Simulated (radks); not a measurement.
Species: Hg23+. Configuration: [Kr] 4d10 4f11. Calculated with a radial shooting solver on a logarithmic mesh with Libxc functionals: Dirac Kohn-Sham, PBE, spin-unpolarised, spherical densities, finite nucleus; open shells are shared between the two j in proportion to 2j + 1; Fermi nuclear charge, rms radius 5.4648 fm.

Spin-orbit splittings of the eigenvalues, e(l+1/2) - e(l-1/2), with zeta = 2 splitting/(2l+1) and mean radii in bohr:

| shell | occ. | splitting (eV) | zeta (eV) | <r> j=l-1/2 | <r> j=l+1/2 |
|---|---|---|---|---|---|
| 2p | 6 | 1949 | 1299 | 0.05691 | 0.06558 |
| 3p | 6 | 432.7 | 288.5 | 0.1702 | 0.1860 |
| 3d | 10 | 92.84 | 37.14 | 0.1618 | 0.1666 |
| 4p | 6 | 109.2 | 72.79 | 0.3938 | 0.4249 |
| 4d | 10 | ? | ? | 0.4260 | 0.4354 |
| 4f | 11 | 5.067 | 1.448 | 0.4305 | 0.4349 |
| 5p | 0 | 32.48 | 21.65 | 0.7946 | 0.8404 |

Estimate the 4d splitting.

Answer. 21.09 eV (zeta = 8.435 eV).
